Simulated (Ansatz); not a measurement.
`F[SiH2]CS` → `FCS` + `[SiH2]` at 700 K and 1 bar (silylene formation by 1,1-elimination).

Computed with Ansatz on PBE0-D4/def2-TZVP structures; ΔE is electronic, products minus reactants. CBS: MP2 limit from def2 TZ/QZ plus the TZ coupled-cluster correction, frozen cores. This one scheme is used for every species. One conformer a species, not always the lowest.

| species | CCSD(T)/CBS energy (Eh) | H − E (kJ/mol) | S (J/(mol·K)) |
| --- | --- | --- | --- |
| `F[SiH2]CS` | -827.77060 | 217.6 | 427.7 |
| `FCS` | -537.40796 | 146.7 | 333.7 |
| `[SiH2]` | -290.19011 | 56.3 | 240.4 |

H − E and S are ideal-gas, rigid-rotor, harmonic terms from PBE0-D4/def2-TZVP, for one conformer and one mirror image of each species. 1 Eh = 2625.50 kJ/mol, R = 8.31446 J/(mol·K).

Problem. By hand: ΔE, ΔH, ΔS and ΔG.

Solution. ΔE = (-537.40796) + (-290.19011) − (-827.77060) = 0.17253 Eh = 453.0 kJ/mol. Δ(H − E) = 146.7 + 56.3 − 217.6 = -14.6, so ΔH = 438.4 kJ/mol. ΔS = 333.7 + 240.4 − 427.7 = 146.4 J/(mol·K). ΔG = 438.4 − 700 × (146.4)/1000 = 335.9 kJ/mol.

Problem. By hand: the equilibrium constant, and the temperature at which ΔG would vanish if ΔH and ΔS stayed fixed.

Solution. log₁₀ K = −ΔG/(RT ln 10) = -25.1. ΔG = 0 at ΔH/ΔS = 2995 K, far beyond where these terms or the molecules hold.

The number of gas molecules changes by +1, which sets the sign of ΔS. A doubt of 5 kJ/mol in ΔE shifts log₁₀ K by 0.4 here. Other conformers and mirror images would add mixing entropy, several J/(mol·K) or more a flexible species. These are equilibria of isolated gas molecules and say nothing of rates. Largest T1 diagnostic: 0.014 (customary marks: 0.02 for closed shells, 0.045 for open ones).
